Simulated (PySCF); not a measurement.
[Gd(SH)2]+: from a saddle point downhill

PySCF 2.14.0, RKS BP86, Gd lcecp-1-SVP with ECP53, S def2-SVP, H def2-SVP; non-relativistic Hamiltonian with scalar-relativistic core potentials where named; density fitting; no spin-orbit coupling. Relaxed within the symmetry of its start, the geometry (D∞h) is

```xyz
5

Gd    0.0000    0.0000    0.0000
S     0.0000    0.6632    2.3576
H     0.0000    1.0311    3.6652
S     0.0000   -0.6632   -2.3576
H     0.0000   -1.0311   -3.6652
```

and its lowest harmonic modes are -231, -231, -57, -57, 264, 264 cm⁻¹ (negative: unstable). It was moved along the lowest mode and relaxed again, within the group C2v that the move left.

(1) Where does it end, and how much lower?

(2) How do the contacts change?

(3) Is the end a minimum?

An lcecp potential fixes the number of 4f electrons, so in runs with it no electron can move into or out of that shell.

State: singlet in the valence, with the 4f electrons in the core potential.

## Answers

(1) In C2v, 0.814 eV lower, after 26 steps:
```xyz
5

Gd   -0.0052   -1.4894    0.4190
S    -0.0003    0.4589    2.0144
H     0.0038    1.4689    1.0909
S    -0.0003   -0.6586   -1.9582
H     0.0038    0.6847   -1.6967
```

(2) 
```tsv
contact	saddle (Å)	end (Å)
Gd1–S2 (SH)	2.449	2.518
Gd1–S4 (SH)	2.449	2.518
```


(3) Yes; lowest modes 90, 134, 160, 265, 340, 355 cm⁻¹.
